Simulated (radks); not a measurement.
Q: W60+, 14 electrons, occupied as [Ne] 3s2 3p2. Calculated with a radial shooting solver on a logarithmic mesh with Libxc functionals: scalar-relativistic Kohn-Sham, PBE, spin-unpolarised, spherical densities, point nucleus. Some entries of the table are withheld. Estimate them.

orbital  occ.  eigenvalue (eV)  <r> (bohr)
1s          2        -74367.09         (1)
2s          2              (2)     0.07662
2p          6              (3)     0.06840
3s          2              (4)         (5)
3p          2        -6282.047         (6)

A: 
(1) 1s <r> (bohr): 0.01833
(2) 2s eigenvalue (eV): -16646.82
(3) 2p eigenvalue (eV): -15177.13
(4) 3s eigenvalue (eV): -6717.306
(5) 3s <r> (bohr): 0.1849
(6) 3p <r> (bohr): 0.1815
